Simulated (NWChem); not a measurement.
Molecule: C2H5O, doublet; SMILES C[CH]O

```xyz
8

C     -0.2116    -1.2221     0.0031
C      0.5160     0.0730    -0.0776
O     -0.2972     1.1817     0.0063
H      0.4696    -2.0540    -0.2058
H     -0.6615    -1.3986     0.9964
H     -1.0295    -1.2544    -0.7279
H      1.5161     0.1704     0.3488
H      0.2557     1.9770    -0.0146
```
Atoms are numbered in this order, from 1.

All runs: NWChem. Pople sets run with spherical d functions. Spin-unrestricted. Medium grid unless said otherwise, to which SCAN and Minnesota functionals are sensitive. The geometry was optimised at B3LYP/6-31G* (spherical d), spin-unrestricted. No stability test was run on the SCF state. Level r2SCAN/6-31G*: single points from the atomic guess with DIIS by default; each run changes one setting, and all converged runs end within 0.3 mHa of each other.

Task: Which setting needs the most SCF iterations, or fails (DIIS on 3 Fock matrices; no DIIS, 40 % damping; core-Hamiltonian guess; defaults; level shift of 0.5 Ha throughout)?

Result: no DIIS, 40 % damping, with 21 against 8 for the defaults.
```json
[
 {"setting": "defaults", "SCF iterations": "8"},
 {"setting": "core-Hamiltonian guess", "SCF iterations": "13"},
 {"setting": "DIIS on 3 Fock matrices", "SCF iterations": "9"},
 {"setting": "no DIIS, 40 % damping", "SCF iterations": "21"},
 {"setting": "level shift of 0.5 Ha throughout", "SCF iterations": "13"}
]
```
